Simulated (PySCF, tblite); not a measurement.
Isomers of C4H9Si (doublet state), one GFN2-xTB conformer each. Single-point energies are computed at B3LYP/pcH-1 (PySCF, gas phase, no added dispersion term), electronic only. GFN2-xTB treats the open shell by occupation alone, and not every SCF solution was tested for stability.

```csv
SMILES,GFN2-xTB relative energy (kJ/mol)
CC[C@H]1C[SiH]1,53.1
[SiH3][C@@H]1[CH]CC1,0.0
```

Conformers: `[CH3:1][CH2:2][C@H:3]1[CH2:4][SiH:5]1` (doublet state) with C1–C2–C3–C4 -162°.

Question: What does B3LYP/pcH-1 give for the same structures?

Answer: 
```tsv
SMILES	B3LYP/pcH-1 E (Eh)	B3LYP/pcH-1 (kJ/mol)	GFN2-xTB (kJ/mol)	point group
CC[C@H]1C[SiH]1	-447.27549	0.0	53.1	C1
[SiH3][C@@H]1[CH]CC1	-447.26441	29.1	0.0	–
```

GFN2-xTB puts [SiH3][C@@H]1[CH]CC1 lowest instead. As drawn, the lower has a three-membered ring, which the higher lacks; the higher has a four-membered ring, which the lower lacks.

Question: What happens when harmonic zero-point energies from GFN2-xTB frequencies are added?

Answer: 
```json
{"SMILES": "CC[C@H]1C[SiH]1", "ZPE (kJ/mol)": "304.2", "electronic (kJ/mol)": "0.0", "with ZPE (kJ/mol)": "0.0"}
{"SMILES": "[SiH3][C@@H]1[CH]CC1", "ZPE (kJ/mol)": "283.8", "electronic (kJ/mol)": "29.1", "with ZPE (kJ/mol)": "8.7"}
```

The zero-point energies span 20.4 kJ/mol. The order is unchanged.
